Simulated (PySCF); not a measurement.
# Mo²¹⁺: ionisation energy

Mo²¹⁺ [Ar] 3d3 (4F) → Mo²²⁺ [Ar] 3d2 (3F), as a difference of total energies. Calculation: PySCF 2.14, in an uncontracted even-tempered set (17 s from 2.1 bohr⁻², ratio 2.5; 11 p from 2.7 bohr⁻², ratio 2.5; 8 d from 2.7 bohr⁻², ratio 2.5; 4 f from 11 bohr⁻², ratio 2.7; 3 g from 16 bohr⁻², ratio 2.7); no relativity, point nucleus. Correlated levels: outer shells: [Ne] frozen; virtual orbitals above 40 to 60 times the deepest correlated orbital energy dropped. The calculations carry no spin-orbit coupling.

| method | ionisation energy (eV) |
| --- | --- |
| UHF | 955.44 |
| PBE | 955.83 |
| PBE0 | 956.14 |
| r2SCAN | 956.90 |
| BLYP | 955.83 |
| r2SCAN0 | 956.93 |
| SCS-MP2 (outer shells) | 955.52 |

Q: Estimate what MP2 (outer shells) gives.

A: 955.80 eV, closest to BLYP among the rows shown.

Q: Estimate what LDA gives.

A: 956.07 eV, closest to PBE0 among the rows shown.

A first-order spin-orbit estimate (lowest level to lowest level, LS coupling) adds -0.127 eV.

All relativistic terms are absent from these numbers, so their closeness to the reference says little about the methods.

For comparison: 953 ± 4 eV (theoretical estimate listed by NIST; NIST Atomic Spectra Database, ionization energies).
